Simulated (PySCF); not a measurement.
Computed IR spectrum (relative IR intensity) of a molecule CH₅F₃Si₂. The structure is a stationary point at PBE0-D3(BJ)/def2-SVP. One conformer was computed; it need not be the lowest. Calculation: PBE0-D3(BJ)/def2-SVP (PySCF). Frequencies are harmonic and unscaled.

ν (cm⁻¹): 264 (w), 328 (w), 519 (w), 655 (w), 705 (m), 730 (w), 771 (s), 830 (w), 837 (vw), 862 (w), 884 (vs), 924 (s), 964 (vs), 971 (m), 1018 (m), 1084 (vs), 1367 (w), 2263 (s), 2280 (m), 2327 (m) (against the strongest line: vs over 80 %, s over 45 %, m over 15 %, w over 4 %, vw less)

Identify the compound among the candidates.
(A) F[SiH2]C(F)[SiH2]F
(B) C[Si@H](F)[SiH](F)F
(C) F[Si](F)(F)C[SiH3]
(D) F[SiH2]C[SiH](F)F

D, F[SiH2]C[SiH](F)F
